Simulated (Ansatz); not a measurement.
Reaction (substitution at a C–C bond): `CC(C)N` + `N[SiH3]` → `CC(N)N[SiH3]` + CH₄

Calculated with Ansatz (gas phase, PBE0-D4/def2-TZVP geometries, no zero-point term in ΔE). CCSD(T)/CBS adds triple-zeta CCSD(T) − MP2 to the extrapolated MP2 energy (def2 sets, frozen cores). This one scheme is used for every species. DFT in def2-TZVPP. B3LYP here is the variant with VWN-RPA as its local correlation; programs differ in this. One conformer a species, not always the lowest.

```
             level  ΔE (kJ/mol)  difference from CCSD(T)/CBS
            PBE-D4          3.0                         -7.4
           PBE0-D4          5.7                         -4.7
          B3LYP-D4          2.9                         -7.5
           ωB97X-V          6.5                         -3.9
           ωB97M-V          7.3                         -3.1
            B2PLYP          8.7                         -1.7
               PBE          6.8                         -3.6
              PBE0          9.2                         -1.2
             B3LYP          8.7                         -1.7
     HF/def2-TZVPP         12.2                          1.8
    MP2/def2-TZVPP          9.4                         -1.0
CCSD(T)/def2-TZVPP          8.2                         -2.2
     HF/def2-QZVPP         12.8                          2.4
    MP2/def2-QZVPP         10.9                          0.5
SCS-MP2/def2-QZVPP         11.2                          0.8
    CCSD/CBS(def2)         12.3                          1.9
       CCSD(T)/CBS         10.4                            0
```

Largest T1 diagnostic among the species: 0.010.

The D4 term adds −5.8 kJ/mol with B3LYP and −3.6 kJ/mol with PBE0; it sums over pairs of atoms, weighted by their polarisabilities, and B3LYP, whose exchange is more repulsive, gets the larger term.
